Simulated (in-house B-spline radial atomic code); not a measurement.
Configurations of Eu³⁺, with energies counted from [Xe] 4f6. Level of theory: scalar-relativistic (X2C) TPSSh, spin-polarised, spherical fractional occupations, exact exchange averaged over the configuration, Fermi nucleus of rms radius 5.1115 fm; calculated with a B-spline radial code for spherical atoms. Shells without spins written out take the highest spin.

Occupations are held fixed; configurations that lie above the ionisation limit could autoionise.

| configuration | E - E(ref) (eV) | highest orbital | its <r> (bohr) |
| --- | --- | --- | --- |
| [Xe] 4f5 6s1 | 16.145 | 6s up | 3.041 |
| [Xe] 4f5 6d1 | 28.386 | 6d up | 4.692 |
| [Kr] 4d10 4f6 5s2 5p5 6p1 | 33.902 | 6p up | 3.589 |
| [Kr] 4d9 4f6 5s2 5p6 6d1 | 157.82 | 6d up | 4.678 |

Q: Order these further configurations by energy, lowest first.
A. [Kr] 4d10 4f6 5s2 5p5 5d1
B. [Kr] 4d9 4f6 5s2 5p6 5d1
C. [Kr] 4d9 4f7 5s2 5p6
D. [Kr] 4d9 4f6 5s2 5p6 6p1

A: A (24.515 eV), C (127.62 eV), B (141.37 eV), D (151.04 eV).
